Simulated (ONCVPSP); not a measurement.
# An all-electron radial function and its pseudo partner (B (Z = 5))

Columns: radius, all-electron u(r) and pseudo u(r) of the 2p shell (level -3.72 eV) of boron in the configuration [He] 2s2 2p1; LDA (Perdew-Zunger), scalar-relativistic, ONCV scheme, ONCVPSP 4.0.1.

| r (bohr) | all-electron | pseudo |
| --- | --- | --- |
| 0.200 | 0.0880 | 0.0217 |
| 0.400 | 0.2362 | 0.0836 |
| 0.600 | 0.3720 | 0.1772 |
| 0.800 | 0.4774 | 0.2898 |
| 1.000 | 0.5514 | 0.4065 |
| 1.200 | 0.5973 | 0.5135 |
| 1.400 | 0.6199 | 0.5993 |
| 1.600 | 0.6246 | 0.6569 |
| 1.800 | 0.6160 | 0.6841 |
| 2.000 | 0.5979 | 0.6831 |
| 2.200 | 0.5733 | 0.6590 |
| 2.400 | 0.5446 | 0.6190 |
| 2.600 | 0.5134 | 0.5703 |
| 2.800 | 0.4810 | 0.5192 |
| 3.000 | 0.4484 | 0.4704 |
| 3.200 | 0.4162 | 0.4267 |
| 3.400 | 0.3849 | 0.3887 |
| 3.600 | 0.3549 | 0.3558 |
| 3.800 | 0.3264 | 0.3264 |
| 4.000 | 0.2994 | 0.2994 |
| 4.200 | 0.2741 | 0.2741 |
| 4.400 | 0.2505 | 0.2504 |
| 4.600 | 0.2285 | 0.2285 |
| 4.800 | 0.2082 | 0.2082 |
| 5.000 | 0.1894 | 0.1894 |
| 5.200 | 0.1721 | 0.1721 |

(1) How many radial nodes do the two functions have?

(2) At about which radius was the pseudo-wave matched?

(3) Is the pseudo-wave norm-conserving?

## Answers

(1) The all-electron 2p function has n − l − 1 = 0; the pseudo-wave has 0.

(2) 4.00 bohr, where the columns begin to agree (steps of 0.20 bohr).

(3) Yes: the ONCV scheme keeps the norm inside the radius equal to the all-electron one, which fixes the energy derivative of the logarithmic derivative at the level.
